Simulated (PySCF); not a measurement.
One of the candidates below gave these computed data.

All candidates are C5H6O3.

| technique | computed result |
| --- | --- |
| Rotational structure | rotational constants A, B, C: 4.757, 1.534, 1.233 GHz [GFN2-xTB] |
| 13C NMR | chemical shifts (computed TMS as zero) by class: 144.9 (1 C), 134.3 (1 C), 133.9 (1 C), 131.0 (1 C), 65.2 (1 C) ppm [GIAO PBE0/pcSseg-1] |
| NMR, other nuclei | isotropic shieldings of nuclei other than C and H, by class: 229 (1 O), 231 (1 O), 312 (1 O) ppm [GIAO PBE0/pcSseg-1] |
| 1H NMR | chemical shifts (computed TMS as zero) by class: 5.64 (1 H), 5.60 (1 H), 5.52 (1 H), 3.99 (2 H), 1.09 (1 H) ppm [GIAO PBE0/pcSseg-1] |
| Dipole | 1.59 D [PBE0/pcSseg-1] |

The electronic properties come from PySCF, for the isolated species, density fitting. Levels stand in brackets. Geometry: GFN2-xTB, one conformer, isolated molecule. NMR classes are plain means over equivalent atoms (diastereotopic ones count apart unless rotation or inversion swaps them), as if these changed places fast.

Question: Which candidate is it?
A. `OCC1=COC=CO1`
B. `C=C[C@]1(C(=O)O)CO1`
C. `O=C[C@@H]1CC(=O)CO1`
D. `O=COC1=CCOC1`

Answer: A. It is `OCC1=COC=CO1`. Numbering: `[OH:1][CH2:2][C:3]1=[CH:4][O:5][CH:6]=[CH:7][O:8]1`. Its formula, C5H6O3, gives 3 degrees of unsaturation: 1 ring and 2 π bonds in the structure found. 5 carbons fall into 5 classes; from least to most shielded: vinylic carbon bearing oxygen [C3] (144.9 ppm), vinylic carbon bearing oxygen [C7] (134.3 ppm), vinylic carbon bearing oxygen [C6] (133.9 ppm), vinylic carbon bearing oxygen [C4] (131.0 ppm), carbinol carbon (C–OH) [C2] (65.2 ppm). Hydrogen classes from least to most shielded: 1 H on a vinylic carbon bearing oxygen, C4 (5.64 ppm), 1 H on a vinylic carbon bearing oxygen, C7 (5.60 ppm), 1 H on a vinylic carbon bearing oxygen, C6 (5.52 ppm), 2 H on a carbinol carbon (C–OH), C2 (3.99 ppm, a mean of values up to 0.8 ppm apart in this geometry), 1 H on an alcohol oxygen, O1 (1.09 ppm). The other shieldings belong to: 229 ppm, cyclic ether oxygen [O8]; 231 ppm, cyclic ether oxygen [O5]; 312 ppm, alcohol oxygen [O1]. The optimised geometry has point group C1 and is an asymmetric top.

The others, at the same levels:
- `C=C[C@]1(C(=O)O)CO1` fails: its computed 13C shifts are 176.4 (1 C), 140.5 (1 C), 132.9 (1 C), 55.0 (1 C), 51.8 (1 C) ppm, 1H shifts are 6.57 (1 H), 6.09 (1 H), 6.07 (1 H), 5.82 (1 H), 3.29 (1 H), 2.63 (1 H) ppm and rotational constant A is 2.762 GHz (against 4.757 GHz).
- `O=COC1=CCOC1` fails: its computed 13C shifts are 162.5 (1 C), 151.8 (1 C), 117.8 (1 C), 80.7 (1 C), 77.7 (1 C) ppm, 1H shifts are 8.19 (1 H), 6.73 (1 H), 5.21 (2 H), 4.98 (2 H) ppm and rotational constant A is 5.489 GHz (against 4.757 GHz).
- `O=C[C@@H]1CC(=O)CO1` fails: its computed 13C shifts are 218.4 (1 C), 214.4 (1 C), 87.1 (1 C), 74.6 (1 C), 37.8 (1 C) ppm, 1H shifts are 10.40 (1 H), 4.63 (1 H), 4.27 (1 H), 3.95 (1 H), 2.97 (1 H), 2.50 (1 H) ppm and rotational constant A is 3.682 GHz (against 4.757 GHz).

Each candidate is one conformer, not necessarily the lowest. Dipoles, sizes and rotational constants follow the conformer. The torsions of the flexible species, by atom-mapped SMILES:
- `[OH:1][CH2:2][C:3]1=[CH:4][O:5][CH:6]=[CH:7][O:8]1`: O1–C2–C3–C4 116°, H–O1–C2–C3 53°
- `[CH2:1]=[CH:2][C@:3]1([C:4](=[O:5])[OH:6])[CH2:7][O:8]1`: C1–C2–C3–C4 39°, C2–C3–C4–O5 -9°, H–O6–C4–C3 -178°
- `[O:1]=[CH:2][O:3][C:4]1=[CH:5][CH2:6][O:7][CH2:8]1`: O1–C2–O3–C4 0°, C2–O3–C4–C5 1°

The conformers of `O=C[C@@H]1CC(=O)CO1` aren't listed.
